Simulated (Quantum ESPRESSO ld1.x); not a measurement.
Results of a calculation; reference values are marked as such.
The lead ion Pb23+, 59 electrons, occupied as [Kr] 4d10 4f13. Level of theory: Dirac Kohn-Sham, PBE, spin-unpolarised, spherical densities, point nucleus; open shells fill j = l - 1/2 first (ld1.x of Quantum ESPRESSO 7.5). Some entries of the table are withheld. Estimate them.

orbital,occ.,eigenvalue (eV),<r> (bohr),<r^2> (bohr^2)
1s1/2,2,-88599.674,(1),0.0003570
2s1/2,2,-16329.953,0.06687,0.005359
2p1/2,2,-15706.099,0.05486,0.003772
2p3/2,4,-13514.518,0.06377,0.004953
3s1/2,2,-4367.853,0.1737,0.03467
3p1/2,2,-4086.877,0.1642,(2)
3p3/2,4,-3596.690,0.1804,(3)
3d3/2,4,-3136.374,0.1567,0.02880
3d5/2,6,-3031.896,0.1616,0.03051
4s1/2,2,-1430.375,0.3805,0.1634
4p1/2,2,-1308.244,0.3810,0.1650
4p3/2,4,-1185.167,0.4134,0.1938
4d3/2,4,-986.057,0.4142,(4)
4d5/2,6,-962.546,0.4241,(5)
4f5/2,6,-703.873,(6),0.2064
4f7/2,7,-698.196,(7),0.2108

Answer. 
(1) 1s1/2 <r> (bohr): 0.01604
(2) 3p1/2 <r^2> (bohr^2): 0.03150
(3) 3p3/2 <r^2> (bohr^2): 0.03780
(4) 4d3/2 <r^2> (bohr^2): 0.1973
(5) 4d5/2 <r^2> (bohr^2): 0.2066
(6) 4f5/2 <r> (bohr): 0.4202
(7) 4f7/2 <r> (bohr): 0.4249
